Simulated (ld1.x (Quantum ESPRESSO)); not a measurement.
# Reading a pseudo-wave (B)

Columns: radius, all-electron u(r) and pseudo u(r) of the 2p shell (level -13.40 eV) of boron in the configuration [He] 2s2 2p0; BP86, scalar-relativistic, RRKJ scheme, ld1.x (Quantum ESPRESSO) 7.5.

```tsv
r (bohr)	all-electron	pseudo
0.120	0.0459	0.0176
0.240	0.1413	0.0684
0.360	0.2493	0.1468
0.480	0.3531	0.2445
0.600	0.4451	0.3516
0.720	0.5228	0.4579
0.840	0.5865	0.5544
0.960	0.6366	0.6344
1.080	0.6731	0.6938
1.200	0.6967	0.7313
1.320	0.7087	0.7485
1.440	0.7107	0.7485
1.560	0.7042	0.7352
1.680	0.6908	0.7132
1.800	0.6719	0.6858
1.920	0.6487	0.6560
2.040	0.6223	0.6253
2.160	0.5937	0.5944
2.280	0.5635	0.5636
2.400	0.5325	0.5325
2.520	0.5012	0.5012
2.640	0.4700	0.4700
2.760	0.4393	0.4393
2.880	0.4094	0.4094
3.000	0.3805	0.3805
3.120	0.3527	0.3527
```

Problem. How many radial nodes do the two functions have?

Solution. The all-electron 2p function has n − l − 1 = 0; the pseudo-wave has 0.

Problem. At about which radius was the pseudo-wave matched?

Solution. 2.40 bohr, where the columns begin to agree (steps of 0.12 bohr).

Problem. Is the pseudo-wave norm-conserving?

Solution. Yes: the RRKJ scheme keeps the norm inside the radius equal to the all-electron one, which fixes the energy derivative of the logarithmic derivative at the level.
